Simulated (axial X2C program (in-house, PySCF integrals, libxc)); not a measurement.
**ScS at several levels of theory**

Computed with an in-house all-electron X2C program for linear molecules (integrals from PySCF). Spin-free means the one-electron spin-free X2C Hamiltonian; two-component (2c) means X2C with spin–orbit coupling and atomic mean-field two-electron Coulomb and Gaunt terms, so the difference of the two also holds small scalar two-electron terms. Basis: Sc dyall-cv3z [10s11p7d5f2g], S dyall-av3z [9s8p3d2f] (cores contracted in-house); Gaussian nuclei, density fitting, unrestricted open shells. Masses: Sc 44.956 u, S 31.972 u.

State, spin-free: M_S = 1/2, Λ = 0 (beyond evenly filled blocks: σα); electrons by block: σα: 11, σβ: 10, π+α: 4, π+β: 4, π-α: 4, π-β: 4. Fragments: Sc + S.

State, 2c: Ω = 1/2 (⟨Sz⟩ = 0.50, ⟨Lz⟩ = 0.00 at PBE0); electrons by block: 1/2: 15, -1/2: 14, 3/2: 4, -3/2: 4. Fragments: Sc + S.

```tsv
Hamiltonian	level	Re (Å)	ωe (cm⁻¹)	αe (cm⁻¹)	De (eV)	k (mdyn/Å)	μ (D)
spin-free	PBE0	2.122	588.3	0.000723	4.99	3.81	-5.56
spin-free	HF	2.150	606.9	0.00059	2.34	4.05	-6.40
spin-free	MP2	2.158	573.5	0.000682	4.73	3.62	n/a
spin-free	CCSD	2.152	584.5	0.000653	4.07	3.76	n/a
spin-free	CCSD(T)	2.169	558.2	0.000729	4.49	3.43	n/a
spin-free	PW91	2.138	558.3	0.000788	5.66	3.43	-5.08
2c	PBE0	2.122	588.2	0.000724	4.99	3.81	-5.56
2c	HF	2.150	606.8	0.000591	2.33	4.05	-6.40
2c	MP2	2.158	573.4	0.000682	4.69	3.62	n/a
2c	CCSD(T)	2.169	558.2	0.000728	4.46	3.43	n/a
2c	PW91	2.138	558.3	0.000789	5.66	3.43	-5.08
```

Correlated methods: 9 electrons correlated (number of frozen shells: Sc 3 s, 2 p; S 2 s, 1 p), 301 virtual spin orbitals or spinors in MP2, 90 natural virtuals in coupled cluster.

Dipoles are positive if S is the positive end.

The state is one determinant whose occupation by symmetry is held fixed; it was picked as the lowest of a PBE0 search that is not exhaustive. De is counted from the lowest determinant-based energies of the atoms at the same level, without counterpoise correction. Density functionals use the spin component along the axis (collinear). Coupled cluster ran in a truncated set of natural virtual spinors; the MP2 energy of the rest was added. (T) has no such correction and the atoms are truncated less, which lowers De at CCSD(T) by a hundredth of an eV or more. The 2c atoms are single determinants rather than J levels; their spin–orbit lowering is only partly caught, and De is too large by that part. This holds for PBE0, PW91. Without a current term, density functionals place determinants with orbital angular momentum somewhat too high. The outer-core s and p shells of the metal are frozen in the correlated rows, which leaves out core–valence correlation; for alkali and alkaline-earth bonds that tends to lengthen them. Some points did not converge and are left out.

No reliable constants came from CCSD (2c): no minimum in range, unconverged points, a curve that is not smooth, a change of character along it, or the two Hamiltonians disagreeing along it.

Rough cost a point (2c) on 1 thread(s) of a shared host, integrals apart: PBE0 0.7 s, HF 1.1 s, CCSD(T) 4 s, PW91 0.4 s.

The whole task took 110 s on 1 thread of Arm Neoverse V2, on a shared host.
